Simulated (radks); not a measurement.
The numbers below are computed, except where a source is named.
Neutral lithium inside a hard spherical wall (all orbitals vanish at R), configuration held at [He] 2s1 and not refilled when levels cross. Code: a radial shooting solver on a logarithmic mesh with Libxc functionals. Model: non-relativistic Kohn-Sham, LDA (Slater exchange, VWN5 correlation), spin-polarised, spherical densities, point nucleus; open shells are filled with parallel spins first. Eigenvalues in eV for spin up, with the zero of energy where the potential of the charges vanishes at infinity; a dash marks a level that is unbound or too diffuse for the functional's potential to be trusted. A positive occupied level is held by the wall or, in an anion where self-interaction has pushed it up, behind a barrier. The pressure on the wall is -dE/dV.

R (bohr)  E (hartree)  kinetic (hartree)    e(1s)   e(2s)  e(2p, empty)  e(3s, empty)  pressure (GPa)
free         -7.34396              7.250  -51.019  -3.165        -1.339        -0.055               0
8            -7.33687              7.290  -50.450  -2.758        -0.670         5.075           0.218
7            -7.32760              7.328  -50.002  -2.348        -0.125         7.883           0.651
6            -7.30625              7.400  -49.270  -1.515         0.868        12.698            2.06
4            -7.12403              7.864  -46.105   4.544         6.664        39.540            30.7
3.5          -6.98350              8.175  -44.604   8.920        10.237        55.965            70.6
3            -6.72777              8.704  -42.504  16.669        16.020        82.560             181
2.5          -6.22341              9.690  -39.289  31.492        26.097        128.91             536
2            -5.10479             11.754  -33.426  62.924        45.645        218.59            1980
